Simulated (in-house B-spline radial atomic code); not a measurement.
RPBE excitations of Al II (Al+)

Method: RPBE. Computed with an all-electron radial atomic-structure program (B-spline basis): linear response of the closed shell [Ne] 3s2 with the functional's adiabatic kernel; non-relativistic, point nucleus, no spin-orbit coupling, no double excitations, S, P, D and F terms only.

Command:
```bash
python run_td.py task.json out
```
Settings (radii: box in bohr, nucleus in fm):
```
Z                        13
electrons                12
configuration            [Ne] 3s2
hamiltonian              nr
method                   rpbe,pbe
box_radius               41.61
intervals                54
```

Run time, properties included: 0.4 s on 1 thread of Arm Neoverse N1, on a shared host.

The lowest states, in the order of their Tamm-Dancoff energies; the method's threshold (minus the highest occupied level) is 14.737 eV. Labels give the largest channel, * marks a mixed state, and oscillator strengths are full-response dipole values. Measured ¹D terms are left out, since they can mix with doubly excited terms. Semilocal kernels can invert the small singlet-triplet splittings of Rydberg terms. Energies in eV:

```
     state  full response  Tamm-Dancoff  oscillator strength  measured (J-weighted term)
3s → 3p 3P              ?             ?                    -                           ?
3s → 3p 1P          7.260         7.575                 1.75                       7.421
3s → 4s 3S         10.598        10.609                    -                      11.317
3s → 3d 3D         10.551        10.646                    -                      11.847
3s → 4s 1S         11.081        11.101                    -                      11.822
3s → 3d 1D              ?             ?                    -                           -
3s → 4p 3P         11.933        11.947                    -                      13.075
3s → 4p 1P         12.219        12.255              0.00449                      13.257
3s → 5s 3S         13.195        13.196                    -                      14.890
3s → 5s 1S         13.277        13.281                    -                      15.048
```

Question: Where does 3s → 3p 3P lie?

Answer: At 3.976 eV in full response, 4.264 eV in Tamm-Dancoff; measured 4.651 eV.

Question: Where does 3s → 3d 1D lie?

Answer: At 11.323 eV in full response, 11.335 eV in Tamm-Dancoff.

Question: How large is the singlet-triplet splitting of 3s → 3p (P terms) in Tamm-Dancoff?

Answer: 3.31 eV, from the unrounded values.

Question: What polarisabilities and dispersion coefficient does the method give?

Answer: Dipole 25 bohr³, quadrupole 136.4 bohr⁵, C6 128.7 hartree·bohr⁶ for two such species.
